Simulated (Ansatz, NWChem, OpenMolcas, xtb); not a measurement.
Ligand exchange: AgBr + CH3Cl → AgCl + CH3Br

Species: AgBr (silver bromide), singlet; CH3Cl (chloromethane) `CCl`, singlet; AgCl, singlet; CH3Br (bromomethane) `CBr`, singlet. The partners trade Br for Cl: Ag–Br and C–Cl bonds give way to Ag–Cl and C–Br.

Shapes, held fixed at every level: PBE0-D4/def2-TZVP. Programs: Ansatz 0.2.0, NWChem 7.3.0, OpenMolcas 26.06, xtb 6.7.1. A level may come from different programs for different species; with the same settings they agree closely. The zero-point and thermal change to 298 K, harmonic and unscaled (PBE0-D4/def2-TZVP), is -1.1 kJ/mol.

Problem. Estimate ΔH(298 K) of this reaction.

Solution. The highest level, CCSD(T)/def2-TZVPP, gives ΔH(298 K) = +20.0 kJ/mol; the levels span +20.0 to +51.0. The column of differences is taken from that level and isn't an error. No measured value is set beside it here. For atoms past krypton def2 sets carry core potentials with scalar relativity. Relativity is left out for Br. Outer-core shells of Ag, Br are correlated, in sets that cover them unevenly.

```
               level                    kind  ΔH(298 K) (kJ/mol)  less CCSD(T)/def2-TZVPP
            GFN2-xTB          semi-empirical               +51.0                    +31.0
         HF/def2-SVP            Hartree–Fock               +25.3                     +5.3
       HF/def2-TZVPP            Hartree–Fock               +28.2                     +8.2
r2SCAN-D4/def2-TZVPP                meta-GGA               +22.0                     +2.0
 B3LYP-D4/def2-TZVPP           global hybrid               +22.2                     +2.2
  wB97X-V/def2-TZVPP  range-separated hybrid               +22.5                     +2.5
       CCSD/def2-SVP   coupled cluster or CI               +28.3                     +8.3
  CCSD(T)/def2-TZVPP   coupled cluster or CI               +20.0                      0.0
```
